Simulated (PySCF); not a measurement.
C6H4FO3S (charge -1).
Numbering: `[O:1]=[S:2](=[O:3])([O-:4])[c:5]1[cH:6][cH:7][c:8]([F:9])[cH:10][cH:11]1` (hydrogens: H12 on C6; H13 on C7; H14 on C10; H15 on C11)

The calculation used PySCF 2.14.0, PBE0-D3(BJ)/def2-SVP geometry optimisation, gas phase.

(1) What internal coordinates does the optimisation give?

## Answers

(1) 
```csv
bond,length (Å)
"O1=S2, S2=O3, S2–O4",1.477
S2–C5,1.813
"C5–C6, C5–C11",1.394
"C6–C7, C10–C11",1.394
"C7–C8, C8–C10",1.390
C8–F9,1.345
"C6–H12, C11–H15",1.093
"C7–H13, C10–H14",1.093
```

Bonds in one row agree within 0.01 Å and their mean is given. A selection of angles:
```csv
angle,degrees
O1–S2–O3,115.0
O1–S2–O4,114.4
O1–S2–C5,103.7
S2–C5–C6,120.0
C6–C5–C11,119.9
C5–C6–C7,120.4
C5–C6–H12,117.9
C7–C6–H12,121.7
C6–C7–C8,118.8
C6–C7–H13,122.0
C8–C7–H13,119.2
C7–C8–F9,119.0
C7–C8–C10,121.8
```

Dihedral angles: O1–S2–C5–C6 151° (antiperiplanar).

All 3 O–S bonds measure 1.476 to 1.478 Å. C8 (aromatic C–F carbon) is planar (angles 121.8°, 119.2° and 119.0°, sum 360.0°, 0.00 Å off the plane of its three neighbours). Of the pairs four or more bonds apart, O3···H12 is among the closest relative to their van der Waals radii: 2.53 Å, 93 % of the sum of Bondi's values. C5 (substituted aromatic carbon) is planar (angles 120.1°, 120.0° and 119.9°, sum 360.0°, 0.01 Å off the plane of its three neighbours). C6 (aromatic CH carbon) is planar (angles 121.7°, 120.4° and 117.9°, sum 360.0°, 0.01 Å off the plane of its three neighbours). The 6-membered ring C5–C6–C7–C8–C10–C11 has internal angles of 118.7° to 121.8° (sum 720°, against 720° for a flat polygon); it is planar, 0.00 Å rms from its mean plane, widest ring torsion 1°. S2 (sulfonyl sulfur) is distorted tetrahedral (angles from 103.5° to 115.0°).

Point group: Cs (every atom within 0.08 Å of its image). Whether it is a minimum is left open (no frequencies). The geometry's basis has no diffuse functions, a weakness for an anion.
